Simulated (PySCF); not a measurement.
Which level of theory gave which numbers?

Species: C₃H₅NSi.
InChI=1S/C3H5NSi/c1-3-5-4-2/h1H,2,5H2

The closed-shell ground state was solved 7 times with PySCF (density fitting, gas phase), always in the pcSseg-2 basis (257 functions), with these functionals: B97-2, BP86, CAM-B3LYP, HF, LC-wPBE, mPW1PW91 and wB97X-D. One conformer (not necessarily the lowest) at the PBE0-D3(BJ)/def2-SVP geometry, without solvent, vibrations or thermal averaging.

| row | total energy (Eh) | HOMO (eV) | LUMO (eV) | dipole (D) |
| --- | --- | --- | --- | --- |
| P | -461.6086 | -6.06 | -2.27 | 1.84 |
| Q | -461.5102 | -9.21 | 0.80 | 2.06 |
| R | -459.9096 | -10.74 | 2.76 | 2.36 |
| S | -461.5239 | -7.07 | -1.12 | 1.96 |
| T | -461.4981 | -8.72 | 0.13 | 2.04 |
| U | -461.5395 | -7.36 | -1.07 | 1.98 |
| V | -461.3569 | -10.06 | 1.36 | 2.10 |

Q: Which functional belongs to which row?

A: P = BP86, Q = wB97X-D, R = HF, S = B97-2, T = CAM-B3LYP, U = mPW1PW91, V = LC-wPBE. By rising HOMO–LUMO gap: BP86 (GGA) 3.79 eV; B97-2 (global hybrid, 21 % exact exchange) 5.95 eV; mPW1PW91 (global hybrid, 25 % exact exchange) 6.29 eV; CAM-B3LYP (range-separated hybrid) 8.85 eV; wB97X-D (range-separated hybrid) 10.01 eV; LC-wPBE (range-separated hybrid) 11.42 eV; HF (all exact exchange) 13.50 eV. Total energies of different functionals aren't bounds to one another; each is stationary for its own functional.

Shape of the structure used: `[CH:1]#[C:2][SiH2:3][N:4]=[CH2:5]`: C2–Si3–N4–C5 0°.

The pairwise dispersion term of wB97X-D wasn't added to the energies; at a given geometry it leaves orbitals and properties as they are.
